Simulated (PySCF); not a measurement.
## A search over the determinants of RbCa

Unrestricted PBE0; Rb x2c-TZVPall, Ca x2c-TZVPall; spin-free X2C with a Gaussian nucleus (PySCF 2.14). Outer shells of the fragments: Rb 5s1; Ca 4s2.

Followed along the bond (rough minima from three points):

```tsv
2Ms+1	unpaired	⟨S²⟩ at the start	R at minimum (Å)	Te (eV)
2	σ ↑	0.77	4.44	0.00
2	π ↑	0.81	3.77	0.63
4	σ ↑↑, π ↑	3.75	4.16	1.53
2	δ ↑	0.78	3.87	1.64
```

Solutions found at the starting distance of 3.650 Å, counted from the lowest of them; the search is not exhaustive and high or unbound solutions are not listed, so other states can lie among these:

```csv
2Ms+1,unpaired,term,E (eV),⟨S²⟩,⟨Lz²⟩,μ (D)
2,σ ↑,²Σ⁺,0.00,0.77,0.00,-2.40
2,π ↑,²Π,0.42,0.81,1.03,-5.85
4,"σ ↑↑, π ↑",⁴Π,1.41,3.75,1.01,-3.66
2,δ ↑,²Δ,1.45,0.78,4.00,-3.69
4,"σ ↑, π ↑↑",⁴Σ⁻,1.81,3.75,0.00,-4.65
2,"σ ↑↑, π ↓",mixed,1.91,1.75,1.02,-2.90
```

A term symbol is given only where ⟨S²⟩ and ⟨Lz²⟩ are close to those of a pure state; real π, δ and φ orbitals otherwise mix terms. A positive dipole means Rb(−)Ca(+).

Problem. Compare the gap between the two lowest followed solutions at the starting distance with the gap between their minima.

Solution. At PBE0 the second solution (doublet, unpaired electrons π ↑) lies +0.42 eV from the first (doublet, unpaired electrons σ ↑) at 3.650 Å and +0.63 eV at the minima; the two curves relax by different amounts, since their minima lie near 3.77 and 4.44 Å.

Spin–orbit coupling is left out. Counting both spins, an empty level lies below a filled one in some of these solutions, because spin and occupation are held.
